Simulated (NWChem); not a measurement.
System: CH5ISi; SMILES C[SiH2]I

Results from NWChem. Coordinates come from a PBE-D3(BJ)/def2-SVP optimisation. def2 effective core potentials on I; no spin-orbit coupling.

For level B3LYP/def2-SVP (core potentials):

```yaml
highest occupied level (eV): -7.15
orbital gap (eV): 6.59
dipole (D): 2.00
```

Task: How do the values read with level B3LYP/STO-3G (all-electron, non-relativistic) instead?

Result: 
| Item | Value |
|---|---|
| highest occupied level (eV) | -4.48 |
| orbital gap (eV) | 7.79 |
| dipole (D) | 2.67 |
